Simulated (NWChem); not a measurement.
CH3CdIO; SMILES C[O][Cd][I]

```xyz
7

Cd     0.4682     0.5842     0.0013
I     -0.7045    -1.7160     0.0007
O      1.4972     2.2673     0.0043
C      0.9349     3.5402    -0.0114
H      0.2963     3.7613     0.8687
H      1.7504     4.2876    -0.0014
H      0.3264     3.7522    -0.9149
```
Atoms are numbered in this order, from 1.

Level: PBE0/def2-SVP with def2 effective core potentials on Cd, I (NWChem), optimised geometry, unscaled harmonic frequencies. def2 effective core potentials on Cd, I; no spin-orbit coupling.

| frequency (cm⁻¹) | IR intensity (km/mol) |
|---|---|
| 61 | 2.8 |
| 75 | 6.9 |
| 142 | 10.0 |
| 192 | 6.6 |
| 228 | 9.9 |
| 532 | 46.7 |
| 1159 | 252.3 |
| 1173 | 0.0 |
| 1188 | 5.9 |
| 1469 | 13.4 |
| 1470 | 2.6 |
| 1482 | 71.9 |
| 2966 | 166.8 |
| 3028 | 69.0 |
| 3068 | 39.6 |

- zero-point energy = 26.1 kcal/mol
- thermal correction to the enthalpy at 298.15 K (with zero-point energy) = 30.7 kcal/mol
- heat capacity Cv = 17.5 cal/(mol K)
- entropy at 298.15 K and 1 atm (symmetry number 1) = 86.2 cal/(mol K)

Rigid rotor and harmonic oscillator; modes under 100 cm⁻¹ make the entropy uncertain.
